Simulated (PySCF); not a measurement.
C₂H₈N₂Si₂, SMILES N1=C([SiH2][Si@@H]1N)C.

Coordinates come from a TPSSh-D3(BJ)/def2-SVP optimisation. The structure was generated by enumeration; whether it is a known compound was not checked. The values are those of a single conformer.

Two levels are set side by side: PBE/def2-TZVP (PySCF) and ωB97X/def2-TZVP (PySCF). Same geometry, gas phase. Differences are taken from unrounded values.

```json
[
 {"quantity": "orbital gap (eV)", "ωB97X": "10.25"},
 {"quantity": "highest occupied level (eV)", "ωB97X": "-8.72"},
 {"quantity": "lowest empty level (eV)", "ωB97X": "1.53"},
 {"quantity": "dipole moment (D)", "ωB97X": "1.15"},
 {"quantity": "mean polarisability (bohr³)", "ωB97X": "89.6"}
]
```

**Question.** What does PBE give, and how far is it from ωB97X? (The exact figures need the calculation; the answer reports its results.)

**Answer.** 
| quantity | PBE | PBE minus ωB97X |
|---|---|---|
| orbital gap (eV) | 3.29 | -6.96 |
| highest occupied level (eV) | -5.10 | 3.61 |
| lowest empty level (eV) | -1.81 | -3.34 |
| dipole moment (D) | 0.99 | -0.16 |
| mean polarisability (bohr³) | 95.7 | 6.1 |

Without exact exchange PBE keeps part of each electron's self-repulsion, which lifts occupied levels and narrows the gap. Loosely held outer electrons make PBE densities more polarisable. Differences between two approximate levels are no errors against the true value.

Rough cost on one machine, each run with all the roots and properties that it gave: ωB97X against PBE within a factor of 2.
